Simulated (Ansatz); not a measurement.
Ligand exchange: HBr + CH8O3Si2 → SiH3Br + CH6O3Si

Species: HBr (hydrogen bromide), singlet; CH8O3Si2 `CO[SiH](O)O[SiH3]`, singlet; SiH3Br `[SiH3]Br`, singlet; CH6O3Si `CO[SiH](O)O`, singlet. The partners trade H for SiH3: Br–H and O–SiH3 bonds give way to Br–SiH3 and O–H.

Shapes, held fixed at every level: PBE0-D4/def2-TZVP. Flexible molecules stand in one conformer, not always the lowest. Programs: Ansatz 0.2.0. Electronic energies: no zero-point or thermal term.

Estimate ΔE of this reaction.

The highest level, CCSD(T)/def2-TZVPP, gives ΔE = +16.4 kJ/mol; the levels span +2.2 to +17.6. The column of differences is taken from that level and isn't an error. No measured value is set beside it here. Relativity is left out for Br. Outer-core shells of Br are correlated in most correlated rows, in sets that cover them unevenly.

```csv
level,kind,ΔE (kJ/mol),less CCSD(T)/def2-TZVPP
PBE-D4/def2-TZVPP,GGA,+2.2,-14.2
r2SCAN-D4/def2-TZVPP,meta-GGA,+9.8,-6.6
B3LYP-D4/def2-TZVPP,global hybrid,+17.6,+1.2
wB97X-V/def2-TZVPP,range-separated hybrid,+11.8,-4.6
B2PLYP/def2-TZVPP,double hybrid,+13.6,-2.8
MP2/def2-TZVPP,perturbation theory,+12.7,-3.7
CCSD/def2-TZVPP,coupled cluster or CI,+17.6,+1.2
CCSD(T)/def2-TZVPP,coupled cluster or CI,+16.4,0.0
```
